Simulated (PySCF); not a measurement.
C₃H₆F₂Si, SMILES F[SiH2]C1(F)CC1.

Geometry: B3LYP-D3(BJ)/def2-SVP. This is a generated structure with no PubChem entry under its InChIKey; it may be hypothetical. Other conformers were not sampled.

Calculation: PySCF with ωB97X/def2-TZVP.

Gas-phase values at a fixed geometry.

```
Quantity                                                                                                       Result
---------------------------------------------------------------------------------------------  ----------------------
total energy                                                                                       -607.19793 hartree
point group                                                                                                        Cs
highest occupied level                                                                                      -10.71 eV
lowest empty level                                                                                            1.98 eV
orbital gap                                                                                                  12.69 eV
dipole moment                                                                                                  0.57 D
quadrupole, principal values (traceless, Buckingham form, about the centre of nuclear charge)   -8.00, 2.83, 5.17 D·Å
mean static polarisability                                                                       57.3 bohr³ (8.50 Å³)
polarisability, principal values                                                               51.9, 55.8, 64.3 bohr³
```
